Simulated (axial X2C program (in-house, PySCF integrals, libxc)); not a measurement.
# The Br pπ splitting in different molecules (EOM-IP-CCSD)

Computed with an axial X2C code built on PySCF integrals: two-component X2C with atomic mean-field Coulomb and Gaunt terms, Dyall basis sets with cores contracted in-house.

The first pair of π-type roots with Ω = 1/2 and 3/2, reached by removing an electron from a closed-shell reference; vertical energies, inner shells frozen. Splitting means E(3/2) − E(1/2).

Basis sets: Al dyall-v3z, B dyall-v3z, Br dyall-acv3z, Br dyall-cv3z, Cl dyall-av3z, Ga dyall-cv3z, H dyall-v3z, Hg dyall-acv3z, In dyall-cv3z, Li dyall-cv3z. Correlated electrons in EOM-CCSD (inner shells frozen, about 90 virtual spinors): HBr 8, LiBr 8, BBr 10, AlBr 10, BrCl 14, GaBr 20, InBr 20, HgBr⁻ 20.

```
species  reference  R (Å)        main character  spinor gap ε(3/2) − ε(1/2), HF (cm⁻¹)
   HBr⁺        HBr  1.419             95% Br pπ                                   2930
  LiBr⁺       LiBr  2.172             89% Br pπ                                   2200
   BBr⁺        BBr  1.893   85% Br pπ, 10% B pπ                                   2910
  AlBr⁺       AlBr  2.320             89% Br pπ                                   2850
  BrCl⁺       BrCl  2.144  60% Br pπ, 34% Cl pπ                                   2370
  GaBr⁺       GaBr  2.373             90% Br pπ                                   3000
  InBr⁺       InBr  2.568             92% Br pπ                                   2940
   HgBr      HgBr⁻  3.020             96% Br pπ                                   2750
```

Task: Should these pairs be regular or inverted?

Result: Inverted: a hole in a filled π shell puts Ω = 3/2 lowest, with the sign opposite to the spinor gap.

EOM-IP-CCSD gives:

```json
{"species": "HBr⁺", "IE Ω = 1/2 (eV)": "11.800", "IE Ω = 3/2 (eV)": "11.482", "splitting (cm⁻¹)": "-2565", "lowest root?": "yes"}
{"species": "LiBr⁺", "IE Ω = 1/2 (eV)": "9.378", "IE Ω = 3/2 (eV)": "9.142", "splitting (cm⁻¹)": "-1907", "lowest root?": "yes"}
{"species": "BBr⁺", "IE Ω = 1/2 (eV)": "12.605", "IE Ω = 3/2 (eV)": "12.308", "splitting (cm⁻¹)": "-2390", "lowest root?": "no"}
{"species": "AlBr⁺", "IE Ω = 1/2 (eV)": "11.024", "IE Ω = 3/2 (eV)": "10.727", "splitting (cm⁻¹)": "-2396", "lowest root?": "no"}
{"species": "BrCl⁺", "IE Ω = 1/2 (eV)": "11.088", "IE Ω = 3/2 (eV)": "10.839", "splitting (cm⁻¹)": "-2014", "lowest root?": "yes"}
{"species": "GaBr⁺", "IE Ω = 1/2 (eV)": "10.648", "IE Ω = 3/2 (eV)": "10.327", "splitting (cm⁻¹)": "-2585", "lowest root?": "no"}
{"species": "InBr⁺", "IE Ω = 1/2 (eV)": "10.215", "IE Ω = 3/2 (eV)": "9.890", "splitting (cm⁻¹)": "-2618", "lowest root?": "no"}
{"species": "HgBr", "IE Ω = 1/2 (eV)": "4.322", "IE Ω = 3/2 (eV)": "3.998", "splitting (cm⁻¹)": "-2609", "lowest root?": "no"}
```

A small p share on a heavy partner can supply much of the splitting, and mixing of Ω = 1/2 with σ states shifts it further.

States that need a further excitation are missing; levels can be off by some tenths of an eV, splittings by less.
